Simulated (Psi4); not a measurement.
C2H6Si, charge -1, doublet, at a GFN2-xTB geometry (a state made from the parent by changing its charge; the spin is typed, not shown lowest) (a gas-phase anion, which may not be bound at this level); Psi4 with CCSD/def2-SV(P).

Here is a job for Psi4.
```
memory 2 GB

molecule mol {
-1 2
  Si   -0.252154    0.114819    0.678177
  C     0.749586    1.260042   -0.459012
  H     0.937025    2.212597    0.046029
  H     0.231315    1.495635   -1.399976
  H     1.731315    0.846503   -0.732357
  C    -0.415417   -1.412207   -0.439747
  H     0.554275   -1.853356   -0.712893
  H    -0.945725   -1.204224   -1.380512
  H    -0.983059   -2.191635    0.077780
}

set basis def2-sv(p)
set reference uhf

energy('ccsd')
print_variables()
```

It wrote (shortened):

```
   => Loading Basis Set <=

    Name: DEF2-SV(P)
    Role: ORBITAL
    Keyword: BASIS

         ---------------------------------------------------------
                                   SCF
               by Justin Turney, Rob Parrish, Andy Simmonett
                          and Daniel G. A. Smith
                              UHF Reference
         ---------------------------------------------------------

  ==> Geometry <==

    Molecular point group: c1
    Full point group: C1

    Geometry (in Angstrom), charge = -1, multiplicity = 2:

       Center              X                  Y                   Z               Mass
    ------------   -----------------  -----------------  -----------------  -----------------
         SI          -0.226175287411     0.102989587039     0.608306222512    27.976926534650
         C            0.775564712589     1.248212587039    -0.528882777488    12.000000000000
         H            0.963003712589     2.200767587039    -0.023841777488     1.007825032230
         H            0.257293712589     1.483805587039    -1.469846777488     1.007825032230
         H            1.757293712589     0.834673587039    -0.802227777488     1.007825032230
         C           -0.389438287411    -1.424036412961    -0.509617777488    12.000000000000
         H            0.580253712589    -1.865185412961    -0.782763777488     1.007825032230
         H           -0.919746287411    -1.216053412961    -1.450382777488     1.007825032230
         H           -0.957080287411    -2.203464412961     0.007909222512     1.007825032230

  Running in c1 symmetry.

  Rotational constants: A =      0.58655  B =      0.22625  C =      0.17385 [cm^-1]
  Rotational constants: A =  17584.21356  B =   6782.85295  C =   5211.92714 [MHz]
  Nuclear repulsion =   97.065983988214370

  Charge       = -1
  Multiplicity = 2
  Electrons    = 33
  Nalpha       = 17
  Nbeta        = 16

  ==> Algorithm <==

  SCF Algorithm Type is PK.
  DIIS enabled.
  MOM disabled.
  Fractional occupation disabled.
  Guess Type is SAD.
  Energy threshold   = 1.00e-08
  Density threshold  = 1.00e-08
  Integral threshold = 1.00e-12

  ==> Primary Basis <==

  Basis Set: DEF2-SV(P)
    Blend: DEF2-SV(P)
    Number of shells: 32
    Number of basis functions: 58
    Number of Cartesian functions: 61
    Spherical Harmonics?: true
    Max angular momentum: 2

  ==> Integral Setup <==

  Using in-core PK algorithm.
   Calculation information:
      Number of atoms:                   9
      Number of AO shells:              32
      Number of primitives:             66
      Number of atomic orbitals:        61
      Number of basis functions:        58

      Integral cutoff                 1.00e-12
      Number of threads:                 1

  Performing in-core PK
  Using 2929232 doubles for integral storage.
  We computed 137403 shell quartets total.
  Whereas there are 139656 unique shell quartets.

  ==> DiskJK: Disk-Based J/K Matrices <==

    J tasked:                  Yes
    K tasked:                  Yes
    wK tasked:                  No
    Schwarz Cutoff:          1E-12

  Minimum eigenvalue in the overlap matrix is 1.1071667426E-02.
  Reciprocal condition number of the overlap matrix is 2.0431056216E-03.
    Using symmetric orthogonalization.

  ==> Pre-Iterations <==

  SCF Guess: Superposition of Atomic Densities via on-the-fly atomic UHF (no occupation information).

   -------------------------
    Irrep   Nso     Nmo
   -------------------------
     A         58      58
   -------------------------
    Total      58      58
   -------------------------

  ==> Iterations <==

                        Total Energy        Delta E     RMS |[F,P]|

   @UHF iter SAD:  -367.13115131559164   -3.67131e+02   0.00000e+00
   @UHF iter   1:  -367.75014559929946   -6.18994e-01   8.64451e-03 DIIS/ADIIS
   @UHF iter   2:  -367.89563485191150   -1.45489e-01   3.98034e-03 DIIS/ADIIS
   @UHF iter   3:  -367.92584180627006   -3.02070e-02   6.77415e-04 DIIS/ADIIS
   @UHF iter   4:  -367.92808168763759   -2.23988e-03   1.74273e-04 DIIS/ADIIS
   @UHF iter   5:  -367.92825383974497   -1.72152e-04   6.64317e-05 DIIS
   @UHF iter   6:  -367.92829730739112   -4.34676e-05   2.47753e-05 DIIS
   @UHF iter   7:  -367.92830458273079   -7.27534e-06   7.21345e-06 DIIS
   @UHF iter   8:  -367.92830509755254   -5.14822e-07   2.61437e-06 DIIS
   @UHF iter   9:  -367.92830515424851   -5.66960e-08   9.62838e-07 DIIS
   @UHF iter  10:  -367.92830516164332   -7.39482e-09   2.46220e-07 DIIS
   @UHF iter  11:  -367.92830516212672   -4.83396e-10   7.85464e-08 DIIS
   @UHF iter  12:  -367.92830516217629   -4.95675e-11   2.86365e-08 DIIS
   @UHF iter  13:  -367.92830516218271   -6.42331e-12   1.18636e-08 DIIS
   @UHF iter  14:  -367.92830516218430   -1.59162e-12   4.61117e-09 DIIS
  Energy and wave function converged.

  ==> Post-Iterations <==

   @Spin Contamination Metric:   2.580298408E-02
   @S^2 Expected:                7.500000000E-01
   @S^2 Observed:                7.758029841E-01
   @S   Expected:                5.000000000E-01
   @S   Observed:                5.000000000E-01

    Orbital Energies [Eh]
    ---------------------

    Alpha Occupied:

[...]
    Alpha Virtual:

[...]
    Beta Occupied:

[...]
      16A     -0.052044

    Beta Virtual:

[...]
    Final Occupation by Irrep:
              A
    DOCC [    16 ]
    SOCC [     1 ]
    NA   [    17 ]
    NB   [    16 ]

  @UHF Final Energy:  -367.92830516218430

   => Energetics <=

    Nuclear Repulsion Energy =             97.0659839882143700
    One-Electron Energy =                -706.6257343877977064
    Two-Electron Energy =                 241.6314452373990207
    Total Energy =                       -367.9283051621843015

  UHF NO Occupations:
  HONO-2 :   15  A 1.9998004
  HONO-1 :   16  A 1.9875703
  HONO-0 :   17  A 1.0000000
  LUNO+0 :   18  A 0.0124297
  LUNO+1 :   19  A 0.0001996
  LUNO+2 :   20  A 0.0001487
  LUNO+3 :   21  A 0.0001152

[...]

    Nuclear Rep. energy (wfn)     =   97.065983988214370
    SCF energy          (wfn)     = -367.928305162184301
    Reference energy    (file100) = -367.928305162184301

    Input parameters:
    -----------------
    Wave function   =     CCSD
    Reference wfn   =     UHF
    Brueckner       =     No
    Maxiter         =     50
    R_Convergence   =     1.0e-07
    E_Convergence   =     1.0e-06
    Restart         =     Yes
    DIIS            =     Yes
    AO Basis        =     NONE
    ABCD            =     NEW
    Cache Level     =     2
    Cache Type      =     LRU
    Print Level     =     1
    Num. of threads =     1
    # Amps to Print =     10
    Print MP2 Amps? =     No
    Analyze T2 Amps =     No
    Print Pair Ener =     No
    Local CC        =     No
    SCS-MP2         =     False
    SCSN-MP2        =     False
    SCS-CCSD        =     False

MP2 correlation energy -0.3481513293663011
                Solving CC Amplitude Equations
                ------------------------------
  Iter             Energy              RMS        T1Diag      D1Diag    New D1Diag    D2Diag
  ----     ---------------------    ---------   ----------  ----------  ----------   --------
     0        -0.348151329366301    0.000e+00    0.000000    0.000000    0.000000    0.000000
     1        -0.377902386074977    8.132e-02    0.009146    0.000000    0.000000    0.000000
     2        -0.392041092068291    2.835e-02    0.012038    0.000000    0.000000    0.000000
     3        -0.393839587792647    1.018e-02    0.013664    0.000000    0.000000    0.000000
     4        -0.393815006576143    4.011e-03    0.014295    0.000000    0.000000    0.000000
     5        -0.393795992572638    1.464e-03    0.014528    0.000000    0.000000    0.000000
     6        -0.393789883594398    5.294e-04    0.014588    0.000000    0.000000    0.000000
     7        -0.393790365266589    1.831e-04    0.014596    0.000000    0.000000    0.000000
     8        -0.393791224652483    6.288e-05    0.014598    0.000000    0.000000    0.000000
     9        -0.393790975958064    2.381e-05    0.014597    0.000000    0.000000    0.000000
    10        -0.393791173840118    1.006e-05    0.014597    0.000000    0.000000    0.000000
    11        -0.393791297774881    3.283e-06    0.014597    0.000000    0.000000    0.000000
    12        -0.393791378455826    1.087e-06    0.014597    0.000000    0.000000    0.000000
    13        -0.393791412443984    4.020e-07    0.014597    0.000000    0.000000    0.000000
    14        -0.393791420199891    1.692e-07    0.014597    0.000000    0.000000    0.000000
    15        -0.393791419452843    7.239e-08    0.014597    0.000000    0.000000    0.000000

    Iterations converged.

    Largest TIA Amplitudes:
             15   7        -0.0290160131
             15  24         0.0154879311
             16  11         0.0147503383
             13  26         0.0133944218
             10  23         0.0124619782
             12  25         0.0120254689
             14  29        -0.0116389095
             11  27         0.0111880978
             14   6         0.0109926440
             16   2         0.0098205121

    Largest Tia Amplitudes:
             15   8         0.0265028888
             15   1        -0.0246829510
             11   0         0.0156575047
             10   8         0.0144856036
             15   9         0.0135432231
             14   7         0.0122792936
             13  26        -0.0120289935
             12  25         0.0113805232
             11  24         0.0111675277
             15   4         0.0109231336

    Largest TIJAB Amplitudes:
     16  15  11   7        -0.0176771090
     16  14  10   7        -0.0168859186
     16  15  10   6         0.0136665293
     15  14   9   6         0.0131522587
     16   9  14   8        -0.0130967514
     16  15  14  13        -0.0125416678
     16  14   7   5        -0.0120581215
     15   9  13   8        -0.0114065513
     16  15  16  14        -0.0110584923
     16  14  14  12         0.0109280319

    Largest Tijab Amplitudes:
     15  14  10   7         0.0124764600
     15  10  14   9        -0.0088737342
     15  10  13   0         0.0082980258
     14  13  12   6         0.0077467804
     15  14  10   2         0.0076846037
     15  14   7   4        -0.0076588939
     14  11  12   0         0.0073422742
     15  14  14  12         0.0072592675
     14  12  10   8         0.0066795133
     14  12  10   9         0.0065812731

    Largest TIjAb Amplitudes:
     15  15   6   7        -0.0495756378
     16  15   7   0        -0.0461265188
     15  15   1   7        -0.0375864275
     15  15   6   2        -0.0346825135
     16  10   7   0        -0.0324937761
     15  15   1   2        -0.0293057122
     15  15   8   9        -0.0259484926
     15  15   7   8        -0.0254224050
     16  15  24   0         0.0249855698
     15  15  11   0         0.0241461897

    SCF energy       (wfn)                    = -367.928305162184301
    Reference energy (file100)                = -367.928305162184301

    Opposite-spin MP2 correlation energy      =   -0.267999847800264
    Same-spin MP2 correlation energy          =   -0.080151481566037
    Singles MP2 correlation energy            =   -0.000000000000000
    MP2 correlation energy                    =   -0.348151329366301
      * MP2 total energy                      = -368.276456491550618

    Opposite-spin CCSD correlation energy     =   -0.317052885071541
    Same-spin CCSD correlation energy         =   -0.076738534381303
    Singles CCSD correlation energy           =   -0.000000000000000
    CCSD correlation energy                   =   -0.393791419452843
      * CCSD total energy                     = -368.322096581637140

  Variable Map:
  ----------------------------------------------------------------------------
[...]
  Array Variable Map:
  ----------------------------------------------------------------------------
[...]
[...]
```
